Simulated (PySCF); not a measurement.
BClH₃OSi (calculated)

Calculation on a computer-drawn molecule: optimised geometry and harmonic frequencies of an isolated molecule of the commonest isotopes, restricted reference for singlets and unrestricted otherwise, frozen core in MP2. Program: PySCF 2.14.0.

### BClH₃OSi

Start structure:
```xyz
7
BClH3OSi
O     -0.4959     1.1579    -0.4906
B     -0.9681    -0.0635    -0.4958
Si    -0.6116    -1.3797     1.1156
Cl     0.4483    -0.8150     2.6893
H      0.0200     1.5018     0.2265
H     -1.6163    -0.5164    -1.3820
H     -1.0857    -2.7615     1.2228
```

| Quantity | Value |
| --- | --- |
| charge | 1 |
| multiplicity | 1 |
| method | MP2 |
| basis | cc-pV(D+d)Z |
| rotational constants | ? |
| total energy | ? |

Drawn bonds:
| atom | other atom | order |
| --- | --- | --- |
| 1 | 2 | 1 |
| 2 | 3 | 1 |
| 3 | 4 | 1 |
| 1 | 5 | 1 |
| 2 | 6 | 1 |
| 3 | 7 | 1 |

Question: BClH₃OSi: rotational constants?
Answer: 9.18, 2.335, 1.861 GHz

Question: What total energy does the calculation give for BClH₃OSi?
Answer: -850.0106 hartree

Further results for BClH₃OSi:

| Property | Result |
| --- | --- |
| convergence status largest gradient component | 2.55e-05 hartree/bohr |

Optimised structure:
```xyz
7
BClH3OSi
O     -0.4957     1.1679    -0.4975
B     -0.9697    -0.0743    -0.4911
Si    -0.6156    -1.3763     1.1057
Cl     0.4495    -0.7897     2.6737
H      0.0281     1.4770     0.2593
H     -1.6215    -0.5137    -1.3933
H     -1.0844    -2.7672     1.2291
```

Modes:
| frequency (cm⁻¹) | reduced mass (dalton) |
| --- | --- |
| 78.32 | 2.026 |
| 83.94 | 8.835 |
| 374.5 | 6.716 |
| 409.4 | 1.217 |
| 486.9 | 4.203 |
| 630.7 | 1.558 |
| 675.4 | 4.586 |
| 827.4 | 1.304 |
| 870.8 | 1.164 |
| 972.2 | 1.123 |
| 1110 | 1.225 |
| 1414 | 7.915 |
| 2350 | 1.045 |
| 2753 | 1.101 |
| 3815 | 1.068 |
